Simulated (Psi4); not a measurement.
tin monoxide (OSn), singlet, geometry from GFN2-xTB (such geometries of metal compounds can be far from the true shape) (core potentials on Sn); Psi4 with PBE/def2-TZVP.

Here is a job for Psi4.
```
memory 2 GB

molecule {
0 1
  Sn   -0.00000000   -0.00000000   -0.24878717
  O     0.00000000    0.00000000    1.55491983
}

set basis def2-tzvp

energy('pbe')
print_variables()
```

### Question
Predict the main parts of the log of this Psi4 run.

### Answer

```
   => Loading Basis Set <=

    Name: DEF2-TZVP
    Role: ORBITAL
    Keyword: BASIS

    !!!  WARNING: ECP capability is in beta. Please check occupations closely.  !!!

         ---------------------------------------------------------
                                   SCF
               by Justin Turney, Rob Parrish, Andy Simmonett
                          and Daniel G. A. Smith
                              RKS Reference
         ---------------------------------------------------------

  ==> Geometry <==

    Molecular point group: c2v
    Full point group: C_inf_v

    Geometry (in Angstrom), charge = 0, multiplicity = 1:

       Center              X                  Y                   Z               Mass
    ------------   -----------------  -----------------  -----------------  -----------------
         SN           0.000000000000     0.000000000000    -0.212293978415   119.902201630000
         O            0.000000000000     0.000000000000     1.591413021585    15.994914619570

  Running in c2v symmetry.

  Rotational constants: A = ************  B =      0.36717  C =      0.36717 [cm^-1]
  Rotational constants: A = ************  B =  11007.44122  C =  11007.44122 [MHz]
  Nuclear repulsion =   51.635431407606667

  Charge       = 0
  Multiplicity = 1
  Electrons    = 30
  Nalpha       = 15
  Nbeta        = 15

  ==> Algorithm <==

  SCF Algorithm Type is DF.
  DIIS enabled.
  MOM disabled.
  Fractional occupation disabled.
  Guess Type is SAD.
  Energy threshold   = 1.00e-06
  Density threshold  = 1.00e-06
  Integral threshold = 1.00e-12

  ==> Primary Basis <==

  Basis Set: DEF2-TZVP
    Blend: DEF2-TZVP
    Number of shells: 27
    Number of basis functions: 81
    Number of Cartesian functions: 95
    Spherical Harmonics?: true
    Max angular momentum: 3

  Core potential: DEF2-TZVP
    Number of shells: 4
    Number of ECP primitives: 18
    Number of ECP core electrons: 28
    Max angular momentum: 3

  ==> DFT Potential <==

   => LibXC <=

    Version 7.1.2
    S. Lehtola, C. Steigemann, M. J. T. Oliveira, and M. A. L. Marques,  SoftwareX 7, 1–5 (2018) (10.1016/j.softx.2017.11.002)

   => Composite Functional: PBE <=

    PBE GGA Exchange-Correlation Functional

    J.P. Perdew et. al., Phys. Rev. Lett., 77(18), 3865-3868, 1996

    Deriv               =              1
    GGA                 =           TRUE
    Meta                =          FALSE

    Exchange Hybrid     =          FALSE
    MP2 Hybrid          =          FALSE

   => Exchange Functionals <=

    1.0000     XC_GGA_X_PBE

   => Correlation Functionals <=

    1.0000     XC_GGA_C_PBE

   => LibXC Density Thresholds  <==

    XC_GGA_C_PBE:  1.00E-12
    XC_GGA_X_PBE:  1.00E-15

   => Molecular Quadrature <=

    Radial Scheme          =       TREUTLER
    Pruning Scheme         =           NONE
    Nuclear Scheme         =       TREUTLER

    Blocking Scheme        =         OCTREE
    BS radius alpha        =              1
    Pruning alpha          =              1
    Radial Points          =             75
    Spherical Points       =            302
    Total Points           =          43220
    Total Blocks           =            402
    Max Points             =            256
    Max Functions          =             80
    Weights Tolerance      =       1.00E-15

   => Loading Basis Set <=

    Name: (DEF2-TZVP AUX)
    Role: JKFIT
    Keyword: DF_BASIS_SCF

  ==> Integral Setup <==

  SCF_SUBTYPE=INCORE selected. In-core MEM_DF algorithm will be used.
  Using in-core AOs.

  ==> MemDFJK: Density-Fitted J/K Matrices <==

    J tasked:                   Yes
    K tasked:                    No
    wK tasked:                   No
    Algorithm:                 Core
    Schwarz Cutoff:           1E-12
    Mask sparsity (%):       0.3048
    Fitting Condition:        1E-10

   => Auxiliary Basis Set <=

  Basis Set: (DEF2-TZVP AUX)
    Blend: DEF2-UNIVERSAL-JKFIT
    Number of shells: 71
    Number of basis functions: 295
    Number of Cartesian functions: 402
    Spherical Harmonics?: true
    Max angular momentum: 5

  Minimum eigenvalue in the overlap matrix is 3.6128930896E-03.
  Reciprocal condition number of the overlap matrix is 8.4806684909E-04.
    Using symmetric orthogonalization.

  ==> Pre-Iterations <==

  SCF Guess: Superposition of Atomic Densities via on-the-fly atomic UHF (no occupation information).

 WARNING: Atomic UHF is not converging! Try casting from a smaller basis or call Rob at CCMST.
   -------------------------
    Irrep   Nso     Nmo
   -------------------------
     A1        35      35
     A2         8       8
     B1        19      19
     B2        19      19
   -------------------------
    Total      81      81
   -------------------------

  ==> Iterations <==

                           Total Energy        Delta E     RMS |[F,P]|

   @DF-RKS iter SAD:  -288.04922719782013   -2.88049e+02   0.00000e+00
   @DF-RKS iter   1:  -288.88727089075269   -8.38044e-01   2.69666e-02 DIIS/ADIIS
   @DF-RKS iter   2:  -281.43772335440804    7.44955e+00   6.09785e-02 DIIS/ADIIS
   @DF-RKS iter   3:  -289.40345873059084   -7.96574e+00   1.16010e-02 DIIS/ADIIS
   @DF-RKS iter   4:  -289.44091407950719   -3.74553e-02   7.13327e-03 DIIS/ADIIS
   @DF-RKS iter   5:  -289.48372266157367   -4.28086e-02   9.84613e-04 DIIS/ADIIS
   @DF-RKS iter   6:  -289.47795968700819    5.76297e-03   2.73961e-03 DIIS/ADIIS
   @DF-RKS iter   7:  -289.48434047997677   -6.38079e-03   2.67910e-04 DIIS/ADIIS
   @DF-RKS iter   8:  -289.48441656971471   -7.60897e-05   8.31675e-05 DIIS
   @DF-RKS iter   9:  -289.48442273490900   -6.16519e-06   1.46182e-05 DIIS
   @DF-RKS iter  10:  -289.48442292764196   -1.92733e-07   1.31370e-06 DIIS
   @DF-RKS iter  11:  -289.48442292934385   -1.70189e-09   2.08196e-08 DIIS
  Energy and wave function converged.

  ==> Post-Iterations <==

   Electrons on quadrature grid:
      Ntotal   =   29.9999894695 ; deviation = -1.053e-05

    Orbital Energies [Eh]
    ---------------------

    Doubly Occupied:

[...]
    Virtual:

[...]
    Final Occupation by Irrep:
             A1    A2    B1    B2
    DOCC [     8,    1,    3,    3 ]
    NA   [     8,    1,    3,    3 ]
    NB   [     8,    1,    3,    3 ]

  @DF-RKS Final Energy:  -289.48442292934385

   => Energetics <=

    Nuclear Repulsion Energy =             51.6354314076066672
    One-Electron Energy =                -583.4094270792388670
    Two-Electron Energy =                 268.8210253304830530
    DFT Exchange-Correlation Energy =     -26.5314525881946999
    Empirical Dispersion Energy =           0.0000000000000000
    VV10 Nonlocal Energy =                  0.0000000000000000
    Total Energy =                       -289.4844229293438502

Computation Completed

Properties will be evaluated at   0.000000,   0.000000,   0.000000 [a0]

Properties computed using the SCF density matrix

 Multipole Moments:

 ------------------------------------------------------------------------------------
     Multipole            Electronic (a.u.)      Nuclear  (a.u.)        Total (a.u.)
 ------------------------------------------------------------------------------------

 L = 1.  Multiply by 2.5417464519 to convert [e a0] to [Debye]
 Dipole X            :          0.0000000            0.0000000            0.0000000
 Dipole Y            :          0.0000000            0.0000000            0.0000000
 Dipole Z            :        -16.7032804           15.2327736           -1.4705068
 Magnitude           :                                                    1.4705068

 ------------------------------------------------------------------------------------

  Variable Map:
  ----------------------------------------------------------------------------
[...]
  Array Variable Map:
  ----------------------------------------------------------------------------
[...]
[...]
```
